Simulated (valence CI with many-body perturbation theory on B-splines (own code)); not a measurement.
**Se²⁸⁺: electric-dipole lines**

Method: configuration interaction combined with many-body perturbation theory (CI+MBPT): four valence electrons over a frozen Dirac-Fock core [He], a basis of 11 s, 11 p, 10 d, 8 f, 5 g, 2 h functions for each j, with the one-electron correlation potential Σ1 (screened to all orders), the two-electron term Σ2, the three-electron term Σ3, Breit, model QED; selected single and double excitations, second order for the rest, scaled by the run's own slope (own B-spline code, finite nucleus).

The last digits are not significant, and no measured levels were compared; by estimate large intervals hold to a few tenths of a per cent, small ones and those within an open d or f shell to about a per cent. Among the levels kept, up to 1200 cm⁻¹ of a level comes from second order outside the variational space, and about a tenth of that is noise between levels of different J, which matters for small intervals.

Lines 201 to 250 of 551 in falling wavelength, among levels below 157.30 Ry, chosen from the strongest by gf and those to the six lowest levels. Wavelengths and rates use the calculated energies. Electric multipoles are in the length gauge, E1 and E2 with the static RPA response of the core. Weak lines are less certain than strong ones. Lines between different terms over intervals too small for the method are left out, as are lines whose strength nearly cancels. The highest levels of a list are the least certain.

Levels are named by their leading jj configuration (3d3/2^4 stands for four electrons in 3d with j = 3/2), which in mixed levels can hold well under half, so a name can repeat and another be missing. Letters in brackets count levels of one name in rising energy.

```tsv
λ vac (Å)	Upper	Lower	A (s⁻¹)	S (a.u.)
72.78	(2s 2p1/2 2p3/2 3p3/2) J=2 [d]	(2s^2 2p1/2 3p3/2) J=2	2.33e+10	2.21e-02
72.75	(2s 2p1/2 2p3/2 3p3/2) J=1 [d]	(2s^2 2p1/2 3p3/2) J=2	8.03e+10	4.58e-02
72.69	(2s 2p3/2^2 3d5/2) J=3 [b]	(2s^2 2p3/2 3d3/2) J=3	3.50e+10	4.64e-02
72.61	(2s 2p1/2 2p3/2 3d5/2) J=2 [d]	(2s^2 2p1/2 3d5/2) J=3	8.23e+10	7.78e-02
72.51	(2p1/2^2 2p3/2 3d5/2) J=4	(2s 2p1/2^2 3d5/2) J=3	1.73e+10	2.93e-02
72.50	(2s 2p1/2 2p3/2^2) J=0	(2s^2 2p1/2 2p3/2) J=1	5.25e+10	9.87e-03
72.49	(2p1/2 2p3/2^2 3s) J=1 [b]	(2s 2p1/2 2p3/2 3s) J=2 [c]	6.24e+10	3.52e-02
72.31	(2s 2p3/2^2 3p3/2) J=2 [c]	(2s^2 2p3/2 3p3/2) J=2	5.35e+10	4.99e-02
72.19	(2p1/2^2 2p3/2 3p3/2) J=3	(2s^2 2p3/2 3d5/2) J=4	3.39e+10	4.41e-02
72.09	(2p1/2 2p3/2^2 3p1/2) J=1 [b]	(2s 2p1/2 2p3/2 3p1/2) J=2 [c]	4.53e+10	2.51e-02
71.87	(2s 2p3/2^2 3d3/2) J=1 [b]	(2s^2 2p3/2 3d3/2) J=2	6.60e+10	3.63e-02
71.81	(2s 2p3/2^2 3s) J=1 [a]	(2s^2 2p3/2 3s) J=2	7.30e+10	4.00e-02
71.73	(2s 2p3/2^2 3d5/2) J=4 [b]	(2s^2 2p3/2 3d5/2) J=4	6.60e+10	1.08e-01
71.73	(2s 2p3/2^2 3p1/2) J=1 [b]	(2s^2 2p3/2 3p1/2) J=2	6.91e+10	3.77e-02
71.66	(2s 2p3/2^3) J=1	(2s^2 2p3/2^2) J=0	3.43e+10	1.87e-02
71.58	(2s 2p1/2 2p3/2^2) J=2 [b]	(2s^2 2p1/2 2p3/2) J=2	7.18e+10	6.50e-02
71.54	(2s 2p3/2^2 3p3/2) J=3 [b]	(2s^2 2p3/2 3p3/2) J=3	7.79e+10	9.86e-02
71.34	(2s 2p3/2^2 3s) J=1 [b]	(2s^2 2p3/2 3s) J=1	9.16e+10	4.92e-02
71.29	(2s 2p3/2^2 3p1/2) J=1 [a]	(2s^2 2p3/2 3p1/2) J=1	6.71e+10	3.60e-02
71.15	(2s 2p3/2^2 3d3/2) J=2 [c]	(2s^2 2p3/2 3d3/2) J=3	6.43e+10	5.71e-02
71.14	(2s 2p3/2^2 3p1/2) J=2 [b]	(2s^2 2p3/2 3p1/2) J=2	7.74e+10	6.88e-02
71.12	(2p1/2^2 2p3/2 3d3/2) J=3	(2s 2p1/2^2 3d3/2) J=2	1.66e+10	2.06e-02
70.63	(2s 2p1/2 2p3/2^2) J=1 [a]	(2s^2 2p1/2 2p3/2) J=1	6.23e+10	3.25e-02
70.46	(2s 2p3/2^2 3s) J=2 [b]	(2s^2 2p3/2 3s) J=2	8.21e+10	7.09e-02
70.36	(2s 2p3/2^2 3d5/2) J=1 [b]	(2s^2 2p3/2 3d5/2) J=2	6.61e+10	3.41e-02
70.30	(2p1/2^2 2p3/2 3p1/2) J=2	(2s 2p1/2^2 3p1/2) J=1	2.60e+10	2.23e-02
70.18	(2s 2p3/2^2 3p3/2) J=2 [b]	(2s^2 2p3/2 3p3/2) J=3	7.36e+10	6.27e-02
69.86	(2s 2p3/2^2 3d5/2) J=3 [c]	(2s^2 2p3/2 3d5/2) J=4	5.38e+10	6.34e-02
69.77	(2s 2p3/2^2 3d5/2) J=2 [c]	(2s^2 2p3/2 3d5/2) J=3	8.97e+10	7.52e-02
68.49	(2s 2p3/2^2 3p3/2) J=1 [d]	(2s^2 2p3/2 3p3/2) J=2	6.32e+10	3.00e-02
68.46	(2p1/2 2p3/2^2 3p3/2) J=4	(2s 2p1/2 2p3/2 3p3/2) J=4	1.54e+10	2.19e-02
66.68	(2s 2p1/2 2p3/2^2) J=1 [b]	(2s^2 2p1/2 2p3/2) J=2	1.18e+11	5.17e-02
66.27	(2p3/2^3 3s) J=2	(2s 2p3/2^2 3s) J=3	2.60e+10	1.86e-02
63.50	(2s 2p3/2^3) J=1	(2s^2 2p3/2^2) J=2	1.34e+11	5.10e-02
63.49	(2s 2p1/2 2p3/2^2) J=1 [b]	(2s^2 2p1/2 2p3/2) J=1	3.05e+10	1.15e-02
58.98	(2s 2p3/2^3) J=2	(2s^2 2p1/2 2p3/2) J=2	1.40e+10	7.08e-03
58.95	(2p1/2^2 2p3/2^2) J=2	(2s 2p1/2^2 2p3/2) J=2	1.63e+10	8.25e-03
53.37	(2s 2p1/2 2p3/2^2) J=1 [b]	(2s^2 2p1/2^2) J=0	1.15e+10	2.58e-03
49.87	(2s 2p3/2^3) J=1	(2s^2 2p1/2 2p3/2) J=1	1.24e+10	2.28e-03
7.330	(2p3/2^3 3s) J=1	(2p3/2^4) J=0	4.25e+12	2.48e-03
7.323	(2p1/2 2p3/2^2 3s) J=2 [b]	(2p1/2 2p3/2^3) J=2	7.15e+12	6.93e-03
7.315	(2p1/2 2p3/2^2 3s) J=1 [a]	(2p1/2 2p3/2^3) J=1	5.51e+12	3.19e-03
7.299	(2s 2p3/2^2 3s) J=2 [a]	(2s 2p3/2^3) J=2	4.82e+12	4.63e-03
7.267	(2s^2 2p3/2 3s) J=1	(2s^2 2p3/2^2) J=0	2.61e+12	1.48e-03
7.263	(2s 2p3/2^2 3s) J=1 [b]	(2s 2p3/2^3) J=1	5.28e+12	2.99e-03
7.248	(2s 2p1/2 2p3/2 3s) J=2 [c]	(2s 2p1/2 2p3/2^2) J=2 [b]	2.95e+12	2.78e-03
7.230	(2s 2p1/2 2p3/2 3s) J=1 [b]	(2s 2p1/2 2p3/2^2) J=1 [a]	4.14e+12	2.32e-03
7.227	(2s 2p1/2 2p3/2 3s) J=1 [a]	(2s 2p1/2 2p3/2^2) J=2 [a]	6.50e+12	3.63e-03
7.221	(2s 2p1/2 2p3/2 3s) J=2 [b]	(2s 2p1/2 2p3/2^2) J=3	5.03e+12	4.68e-03
7.195	(2s^2 2p1/2 3s) J=1	(2s^2 2p1/2 2p3/2) J=2	4.82e+12	2.66e-03
```
